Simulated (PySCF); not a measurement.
Species: CH10N2Si3.
SMILES: `[SiH3]N([SiH3])[SiH2]/C=N\[H]`

Torsions of this conformer, `[H]/[N:1]=[CH:2]\[SiH2:3][N:4]([SiH3:5])[SiH3:6]`: N1–C2–Si3–N4 -4°, C2–Si3–N4–Si5 -81°.

The closed-shell ground state was solved at several levels (PySCF, density fitting, gas phase, non-relativistic). The structure is a single PBE0-D3(BJ)/def2-SVP conformer in the gas phase; no vibrational or solvent corrections.

| level | basis functions | total energy (Eh) | HOMO (eV) | LUMO (eV) | gap (eV) | dipole (D) |
| --- | --- | --- | --- | --- | --- | --- |
| CAM-B3LYP/def2-SVPD | 212 | -1021.6943 | -8.68 | 0.12 | 8.80 | 2.08 |
| PBE0/pcSseg-1 | 173 | -1021.5284 | -7.23 | -0.95 | 6.28 | 1.98 |

(1) Estimate the row for HF/pcSseg-1, a basis of 173 functions; the other rows only guide the guess.

(2) Over all these levels, which gives the widest orbital gap and which the narrowest?

(3) How far do the dipole and the HOMO energy spread over the levels?

Answers

(1) Total energy -1019.3498 Eh, HOMO -10.71 eV, LUMO 2.85 eV, gap 13.56 eV, dipole 2.27 D.

(2) HF/pcSseg-1 (Hartree–Fock, all exact exchange) has the widest, 13.56 eV, and PBE0/pcSseg-1 (global hybrid, 25 % exact exchange) the narrowest, 6.28 eV. The two share the basis. From the narrowest to the widest the HOMO moves by -3.48 eV and the LUMO by +3.80 eV. The HOMO need not be the same orbital at Hartree–Fock and at DFT levels.

(3) The dipole runs from 1.98 to 2.27 D (mean 2.11 D) and the HOMO from -10.71 to -7.23 eV.
